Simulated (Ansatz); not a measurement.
Cost and result for the atomization energy of `O[SiH2]C[SiH2]S` (13 atoms, 12 bonds).

Cartesian coordinates in Å:
```
O -1.196 0.915 2.601
Si -0.090 0.106 1.683
C -0.463 0.205 -0.144
Si 0.678 -0.789 -1.237
S 0.079 -0.794 -3.294
H -1.207 1.872 2.554
H 1.280 0.644 1.918
H -0.162 -1.301 2.142
H -0.414 1.252 -0.464
H -1.489 -0.140 -0.314
H 2.065 -0.270 -1.112
H 0.654 -2.225 -0.863
H 0.267 0.525 -3.469
```

Total charge 0; spin multiplicity 1. The geometry is a stationary point of PBE0-D4/def2-TZVP. It is one conformer, not always the lowest. Program: Ansatz. All runs use 4 threads of an Arm Neoverse V1 on a shared host. Times are those of one run each, without the atoms' runs, and a repeat can differ threefold. Electronic energies, without spin–orbit coupling; frozen cores. CCSD(T)/CBS adds CCSD(T) − MP2 in def2-TZVPP to the MP2 limit, and its time is that of the two runs behind it. T1 = 0.011. B3LYP takes the VWN-RPA correlation (the form of Gaussian; ORCA's B3LYP/G).

CCSD(T)/CBS is a level of theory with its own doubt, some kJ/mol a heavy atom from the limit and from the frozen cores, so smaller differences don't rank the functionals.

```csv
level,functions,wall time,atomization (kJ/mol),difference from CCSD(T)/CBS,per bond
PBE-D4/def2-TZVPP (with forces),300,3.7 s,4448.9,-9.1,-0.8
PBE0-D4/def2-TZVPP,300,5 s,4408.8,-49.2,-4.1
r2SCAN-D4/def2-TZVPP (with forces),300,7 s,4448.8,-9.2,-0.8
B3LYP-D4/def2-TZVPP (with forces),300,8 s,4426.5,-31.5,-2.6
B2PLYP/def2-TZVPP,300,8.5 s,4378.4,-79.6,-6.6
ωB97X-V/def2-TZVPP,300,12 s,4470.4,12.4,1.0
ωB97M-V/def2-TZVPP (with forces),300,18 s,4462.2,4.2,0.3
MP2/def2-QZVPP,564,36 s,4443.4,-14.6,-1.2
CCSD(T)/def2-TZVPP,300,5.5 min,4334.0,-124.0,-10.3
CCSD(T)/CBS(def2),–,6.1 min,4458.0,0.0,0.0
```

From PBE to PBE0 (25 % exact exchange), in def2-TZVPP and without D4, the atomization energy moves by −35.6 kJ/mol: exact exchange takes away binding that semilocal exchange gives to molecules. The D4 term adds +49.8 kJ/mol with B3LYP and +26.4 kJ/mol with PBE0; it sums over pairs of atoms, weighted by their polarisabilities, and B3LYP, whose exchange is more repulsive, gets the larger term. In def2-TZVPP, CCSD(T) changes the Hartree–Fock value by +1037.3 kJ/mol (the triples alone add +54.1 kJ/mol) and MP2 by +1072.8 kJ/mol; breaking electron pairs costs correlation energy, which Hartree–Fock lacks.
